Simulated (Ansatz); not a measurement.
CuCl, closed-shell singlet (the spin of the measured ground state), most abundant isotopes (62.9296 and 34.9689 u). Constants from fifth-degree fits in 1/R to seven points on the lowest solution found; no spin–orbit coupling, no relativity up to Kr; ω_e x_e and α_e move by some per cent with the fit.

Correlated levels freeze the inner cores; with def2 sets outer-core shells near the valence are correlated too. CBS: X⁻³ extrapolation of the correlation energy, Hartree–Fock from the larger set.

Run with Ansatz (Gaussian orbitals). Each number belongs to the level named beside it.

At CCSD(T)/CBS(def2-TZVPP, def2-QZVPP): B₀ = 0.17749 cm⁻¹, fundamental 406 cm⁻¹.

Taking the state as ¹Σ, work out the ideal-gas entropy and heat capacity at 298.15 K and 1 bar (rigid rotor, harmonic oscillator at the fundamental, no nuclear spin).


Translation: S = R(1.5 ln M + 2.5 ln T − 1.1517) with M = 97.898 u gives 166.02 J/(mol K). Rotation: q = kT/(σhcB₀) = 1167.5 with σ = 1 and hc/k = 1.43878 cm K, S = R(ln q + 1) = 67.04. Vibration: u = hcν/kT = 1.962, S = R(u/(eᵘ − 1) − ln(1 − e⁻ᵘ)) = 3.93. Sum S° = 237.0 J/(mol K). C_p = 7R/2 + R u² eᵘ/(eᵘ − 1)² = 35.19 J/(mol K).

Ansatz is a quantum-chemistry and plane-wave program.
